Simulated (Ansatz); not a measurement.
CH9AlBNSi. Charge 0, multiplicity 1. The bonds changed during the relaxation, so this is another structure than the one it started from. The geometry is a stationary point of PBE0-D4/def2-TZVP. It is one conformer, not always the lowest.

```xyz
14

B    -1.136    0.422    1.482
Si   -2.091    0.859   -0.052
Al    0.334   -0.332   -0.031
C     1.636    0.803   -0.933
N     0.613   -2.071    0.136
H    -1.455   -0.516    2.152
H    -0.092    0.996    1.732
H    -1.702    1.910   -1.031
H    -3.253    0.087   -0.559
H     2.660    0.554   -0.641
H     1.570    0.681   -2.019
H     1.473    1.861   -0.713
H     1.464   -2.548   -0.115
H    -0.022   -2.706    0.590
```

(1) What is the dipole moment at ωB97M-V/def2-TZVPP? (Estimate.)

(2) And with PBE, r2SCAN, B3LYP? (An estimate is asked.)

(3) Give the Mulliken charges with ωB97M-V, B3LYP, PBE in def2-TZVPP. (An estimate is asked.)

## Answers

(1) The calculation gave: 1.18 D, with components (0.36, -0.66, -0.92) D in this frame, pointing from negative to positive charge.

(2) Computed: PBE 1.34 D, r2SCAN 1.28 D, B3LYP 1.19 D.

(3) Ansatz gave: 
```csv
atom,ωB97M-V,B3LYP,PBE
B1,-0.25,-0.06,-0.09
Si2,-0.03,0.00,-0.01
Al3,0.45,0.42,0.37
C4,-0.53,-0.44,-0.43
N5,-0.36,-0.41,-0.39
H6,0.10,0.03,0.02
H7,0.10,0.03,0.04
H8,-0.01,-0.05,-0.04
H9,-0.01,-0.05,-0.04
H10,0.11,0.09,0.09
H11,0.11,0.09,0.09
H12,0.11,0.10,0.10
H13,0.10,0.12,0.14
H14,0.11,0.13,0.14
```

B3LYP here is the variant with VWN-RPA as its local correlation; programs differ in this.
